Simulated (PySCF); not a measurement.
Start geometry of `CCOC(=O)C=C(F)F` from GFN2-xTB (Å):
```
atom  x, y, z in Å
C1    -2.1683    0.1489   -0.7289
C2    -1.3650    0.7445    0.4037
O3     0.0163    0.4989    0.2089
C4     0.5245   -0.6979    0.5617
O5    -0.1830   -1.5899    1.0218
C6     1.9443   -0.8374    0.3292
C7     2.7444    0.0714   -0.2120
F8     2.4080    1.2695   -0.6557
F9     4.0321   -0.0952   -0.3790
H10   -1.8364    0.5556   -1.6765
H11   -2.1263   -0.9133   -0.7286
H12   -3.2232    0.4576   -0.5936
H13   -1.4712    1.8466    0.4367
H14   -1.6880    0.3152    1.3673
H15    2.3763   -1.7919    0.6377
```

**Question.** What comes out of this run: PySCF, PBE0-D3(BJ)/def2-TZVP geometry optimisation, gas phase?

**Answer.** 
```
atom  x, y, z in Å
C1    -2.197    0.131   -0.719
C2    -1.390    0.716    0.414
O3     0.016    0.529    0.204
C4     0.521   -0.644    0.598
O5    -0.120   -1.518    1.125
C6     1.956   -0.781    0.337
C7     2.749    0.097   -0.265
F8     2.420    1.261   -0.738
F9     4.024   -0.122   -0.465
H10   -1.879    0.548   -1.676
H11   -2.085   -0.954   -0.751
H12   -3.255    0.362   -0.577
H13   -1.513    1.798    0.474
H14   -1.667    0.267    1.369
H15    2.409   -1.707    0.661
```

The energy falls by 0.105 eV over 9 energy and gradient evaluations, the largest force component goes from 0.0471 to 3.2e-04 Eh/bohr, and the atoms move by 0.055 Å rms after alignment. The bond that changes most is C1–H11 (methyl carbon to methyl hydrogen), which lengthens by 0.028 Å. Bonds longer at the end by more than 0.005 Å: 4 of 14; shorter: 7. Among the angles that change most is C2–O3–C4, from 119.1° to 116.2°. Rotational constants go from 3403, 896.2, 753.1 to 3408, 888.5, 750.1 MHz. The orientation of the end geometry is arbitrary; only internal coordinates are fixed.

The run used 315 basis functions and 71 SCF cycles in all. On 2 threads of an Intel Xeon at 2.50 GHz (shared host), this took 24 min wall, 28 min CPU and 1.9 GiB of memory at its peak.

No PBE0-D3(BJ)/def2-TZVP frequencies stand behind this structure, so it isn't proved a minimum. The numbers are those of one conformer.
